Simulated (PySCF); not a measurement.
## Mayer bond orders and bond lengths

Species: C6H11N3.
Atom-mapped SMILES: `[CH3:1][CH2:2][c:3]1[n:4][n:5][c:6]([CH3:7])[n:8]1[CH3:9]` (hydrogens: H10, H11, H12 on C1; H13, H14 on C2; H15, H16, H17 on C7; H18, H19, H20 on C9)

Geometry (GFN2-xTB, Å), atoms numbered from 1 in this order:
```
atom  x, y, z in Å
C1    -2.652    0.323    0.547
C2    -1.944    0.018   -0.775
C3    -0.536    0.486   -0.757
N4    -0.105    1.588   -1.298
N5     1.213    1.695   -1.053
C6     1.582    0.657   -0.362
C7     2.948    0.372    0.131
N8     0.504   -0.162   -0.140
C9     0.505   -1.400    0.583
H10   -2.638    1.394    0.733
H11   -3.686   -0.010    0.503
H12   -2.164   -0.178    1.381
H13   -1.981   -1.055   -0.982
H14   -2.449    0.543   -1.586
H15    2.955    0.296    1.218
H16    3.601    1.183   -0.176
H17    3.323   -0.564   -0.283
H18    1.352   -2.013    0.270
H19   -0.417   -1.943    0.384
H20    0.584   -1.218    1.659
```

Bond orders from the PBE0/pcSseg-1 density (PySCF). Geometry: GFN2-xTB, one conformer, isolated molecule.

Where do the orders between heavy atoms depart from those drawn in the SMILES?

The largest departure is 0.425, at N8–C3 (drawn aromatic, 1.075), counting aromatic bonds as 1.5. The bonds drawn aromatic range from 1.07 to 1.64.

Set the Mayer orders of the bonds between heavy atoms beside their lengths.

| bond | drawn as | length (Å) | Mayer order |
| --- | --- | --- | --- |
| C1–C2 | single | 1.530 | 1.040 |
| C2–C3 | single | 1.485 | 1.042 |
| C3–N4 | aromatic | 1.301 | 1.632 |
| N4–N5 | aromatic | 1.344 | 1.209 |
| N5–C6 | aromatic | 1.300 | 1.641 |
| C6–C7 | single | 1.480 | 1.072 |
| C6–N8 | aromatic | 1.372 | 1.098 |
| N8–C9 | single | 1.433 | 0.918 |
| N8–C3 | aromatic | 1.372 | 1.075 |

By pair of heavy elements: C–C: lowest C1–C2 and C2–C3 (1.040, 1.530 Å), highest C6–C7 (1.072, 1.480 Å). C–N: lowest N8–C9 (0.918, 1.433 Å), highest N5–C6 (1.641, 1.300 Å). Bonds named together lie within 0.004.

And the bonds to hydrogen?

C–H: 0.93 to 0.97 (11 bonds).

Sum the orders of all bonds at each heavy atom with more than one neighbour and set the sums beside the valence in the SMILES.

C1 3.939 (drawn 4), C2 3.945 (drawn 4), C3 3.749 (drawn 4), N4 2.841 (drawn 3), N5 2.850 (drawn 3), C6 3.811 (drawn 4), C7 3.899 (drawn 4), N8 3.091 (drawn 3), C9 3.786 (drawn 4). Orders between atoms that aren't bonded are not in these sums.

The Mayer order sums products of elements of PS (density times overlap matrix) between the two atoms' basis functions, so it depends on the basis set.
